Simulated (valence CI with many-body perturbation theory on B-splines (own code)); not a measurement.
Valence orbitals of Tm63+

Calculated by relativistic CI+MBPT: four valence electrons over a frozen Dirac-Fock core [He], radial functions for each j: 11 s, 11 p, 10 d, 8 f, 5 g, 2 h, with the one-electron correlation potential Σ1, the two-electron term Σ2, the three-electron term Σ3, Breit, model QED; selected CI, second order for the rest, scaled by the run's own slope (own B-spline code, finite nucleus).

The last digits are not significant, and no measured levels were compared; by estimate large intervals hold to a few tenths of a per cent, small ones and those within an open d or f shell to about a per cent. Among the levels kept, up to 990 cm⁻¹ of a level comes from second order outside the variational space, and about a tenth of that is noise between levels of different J, which matters for small intervals.

These are the spectroscopic orbitals of the CI (the correlating ones are not listed), shaped by the core and the other valence electrons. h is the expectation value of the core's Dirac-Fock operator, without the valence repulsion; Σ1 is computed up to l = 3 at one energy for each symmetry, that of its lowest orbital but kept below the first core excitation, so for empty shells it is not the orbital's own correlation shift; Breit and QED include the response of the core, and the two lowest orbitals of each symmetry also the frequency dependence of Breit exchange, which makes a step in that column.

```
Orbital  h (hartree)  Σ1 (cm⁻¹)  Breit (cm⁻¹)  QED (cm⁻¹)  ⟨r⟩ (bohr)
  2s1/2      -618.81      -1505         99453      119453     0.08128
  3s1/2      -268.86       -377         27432       34354      0.1900
  4s1/2       -148.9       -148         10849       14032      0.3462
  5s1/2      -94.292      -73.2          5411        7046      0.5492
  6s1/2      -64.989      -41.5          3078        4023      0.7990
  7s1/2      -47.479      -25.8          1916        2510       1.095
  2p1/2      -612.36      -4147        199860        3864     0.06717
  3p1/2      -267.04       -947         53018         630      0.1770
  4p1/2      -148.15       -365         20951         226      0.3341
  5p1/2      -93.917       -179         10414         108      0.5379
  6p1/2      -64.774       -101          5916        60.3      0.7887
  7p1/2      -47.344      -62.7          3680        37.1       1.086
  2p3/2      -571.52      -2646         68048       15645     0.07389
  3p3/2      -254.91       -609         18820        4116      0.1865
  4p3/2      -143.07       -236          9035        1665      0.3467
  5p3/2      -91.331       -116          4546         836      0.5537
  6p3/2      -63.286      -65.8          2603         478      0.8076
  7p3/2      -46.412      -41.0          1629         299       1.108
  3d3/2      -254.24       -281          1923        -260      0.1575
  4d3/2      -142.79       -121          1057       -46.6      0.3184
  5d3/2      -91.188      -62.7           523       -11.2      0.5261
  6d3/2      -63.203      -36.4           317        -2.8      0.7808
  7d3/2       -46.36      -23.0           205        -0.4       1.082
  3d5/2      -250.79       -240           626        1293      0.1607
  4d5/2      -141.32       -103           344         603      0.3223
  5d5/2      -90.439      -53.1           162         320      0.5309
  6d5/2       -62.77      -30.8          98.1         188      0.7864
  7d5/2      -46.087      -19.5          63.5         120       1.088
  4f5/2      -141.25      -22.3          11.2        -171      0.2771
  5f5/2      -90.402      -12.7           9.3       -83.2      0.4860
  6f5/2      -62.749       -7.7           5.8       -46.7      0.7419
  7f5/2      -46.074       -5.0           4.1       -28.8       1.044
  4f7/2      -140.54      -20.9           3.3         157      0.2792
  5f7/2       -90.04      -11.8           2.7        85.2      0.4884
  6f7/2      -62.539       -7.2           1.6        50.9      0.7447
  7f7/2      -45.942       -4.7           1.1        32.6       1.047
  5g7/2      -90.028                      0.0       -55.3      0.4264
  6g7/2      -62.532                      0.1       -32.0      0.6827
  7g7/2      -45.938                      0.0       -20.1      0.9858
  5g9/2      -89.814                      0.0        44.4      0.4279
  6g9/2      -62.408                      0.0        25.9      0.6845
  7g9/2      -45.859                      0.0        16.4      0.9878
  6h9/2      -62.407                                           0.6064
 6h11/2      -62.325                                           0.6077
```

Among the shells of the start configuration 2s2 2p2, Σ1 is largest in size for 2p1/2, where it is 0.0031 % of h.

Lowest root of each symmetry, sizes in configuration state functions:

| J | Parity | Roots | Reference | Variational | Second order | Change by selected CI (cm⁻¹) | Change by second order (cm⁻¹) |
| --- | --- | --- | --- | --- | --- | --- | --- |
| 0 | even | 19 | 53 | 28687 | 41070 | -23284 | 0 |
| 1 | even | 35 | 124 | 31997 | 144937 | -19783 | -181 |
| 2 | even | 36 | 150 | 31994 | 264633 | -21302 | -360 |
| 3 | even | 21 | 123 | 32000 | 207682 | -19680 | -366 |
| 4 | even | 9 | 83 | 31978 | 156224 | -20846 | -226 |
| 5 | even | 3 | 46 | 28562 | 63555 | -19422 | -15 |
| 0 | odd | 15 | 49 | 27569 | 23569 | -24847 | -1 |
| 1 | odd | 36 | 127 | 32000 | 168638 | -28033 | -196 |
| 2 | odd | 35 | 147 | 31999 | 283070 | -22268 | -362 |
| 3 | odd | 20 | 122 | 31994 | 241463 | -21055 | -359 |
| 4 | odd | 8 | 82 | 31999 | 156851 | -20726 | -158 |
| 5 | odd | 2 | 45 | 28510 | 107233 | -27211 | -12 |
